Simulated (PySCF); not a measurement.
Rubidium: a sound run and one with changed settings

Sound run: Rb⁺ [Kr], Rb²⁺ [Ar] 3d10 4s2 4p5. Calculation: PySCF 2.14, in jorge-DZP-DKH (8s6p2d, 36 functions); scalar relativity by spin-free X2C-1e. In the sound run the correlated levels freeze [Ar] 3d10 4s2. The sound run starts from symmetry-adapted Hartree-Fock orbitals and uses a fine grid where one is needed.

Changed run: no relativity, point nucleus. This setting is unsound on purpose.

| species | method | sound run (hartree) | changed run (hartree) | converged |
| --- | --- | --- | --- | --- |
| Rb⁺ | UHF | -2978.70208 | -2924.91018 | yes |
| Rb⁺ | PBE0 | -2980.26197 | -2926.42632 | yes |
| Rb⁺ | M06-2X | -2980.76038 | -2926.97399 | yes |
| Rb⁺ | MP2 | -2978.76912 | -2924.97823 | yes |
| Rb⁺ | CCSD(T) | -2978.77665 | -2924.98592 | yes |
| Rb²⁺ | UHF | -2977.70258 | -2923.92171 | yes |
| Rb²⁺ | PBE0 | -2979.22126 | -2925.39644 | yes |
| Rb²⁺ | M06-2X | -2979.72370 | -2925.94771 | yes |
| Rb²⁺ | MP2 | -2977.74526 | -2923.96502 | yes |
| Rb²⁺ | CCSD(T) | -2977.75210 | -2923.97204 | yes |

Ionisation energy of Rb⁺:

```csv
method,sound run (eV),changed run (eV)
UHF,27.198,26.898
PBE0,28.319,28.024
M06-2X,28.209,27.927
MP2,27.861,27.571
SCS-MP2,27.818,27.527
CCSD,27.879,27.589
CCSD(T),27.879,27.589
```

Most of the change in total energy is the relativistic energy itself. On top of that the contraction fixes the core shape for the Hamiltonian it was made with, so the changed run is not a good calculation with the other Hamiltonian either.

For comparison, NIST gives 27.290 eV between the lowest levels.
